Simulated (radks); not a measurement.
Problem. Spin polarisation of the 4f9 shell in neutral terbium. Start: [Xe] 4f(up 4.5, down 4.5) 6s2; electrons of 4f are moved from spin down to spin up, other shells keep equal spins. All-electron calculation, scalar-relativistic Kohn-Sham, PBE, spin-polarised, spherical densities, finite nucleus; Fermi nuclear charge, rms radius of each element as measured or else 0.836 A^(1/3) + 0.57 fm. Program: a radial shooting solver on a logarithmic mesh with Libxc functionals. Estimate the energy gained and the exchange splitting at a moment of 5 Bohr magnetons.

Solution. At moment 5 the spin-polarisation energy is -4.482 eV and the 4f exchange splitting 3.571 eV, that is 0.714 eV per Bohr magneton; E = -I m^2/4 would give I = 0.717 eV.
